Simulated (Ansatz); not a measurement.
Zn(Me) (CH3Zn), SMILES [Zn][CH3] (connectivity only; charge and spin as stated), neutral, multiplicity 2.

Coordinates come from a TPSSh-D3(BJ)/def2-TZVP optimisation. The spin state was assumed, not searched. The isomer is the one that the SMILES or the coordinates give; other isomers of the formula were not compared.

Two levels are set side by side: PBE/def2-TZVPD (Ansatz, an electronic-structure program) and CAM-B3LYP/def2-TZVPD (Ansatz). Energy differences of separate SCF runs at the same geometry; the states with an electron removed or added have multiplicity 1 and 1. Differences are taken from unrounded values.

```tsv
quantity	PBE
vertical ionisation energy (eV)	7.29
vertical electron affinity (eV)	0.60
```

These are the PBE values. What does CAM-B3LYP give? (Estimate from the structure and the level; the computed values follow.)


```
quantity                         CAM-B3LYP  PBE minus CAM-B3LYP
-------------------------------  ---------  -------------------
vertical ionisation energy (eV)       7.43                -0.14
vertical electron affinity (eV)       0.62                -0.02
```
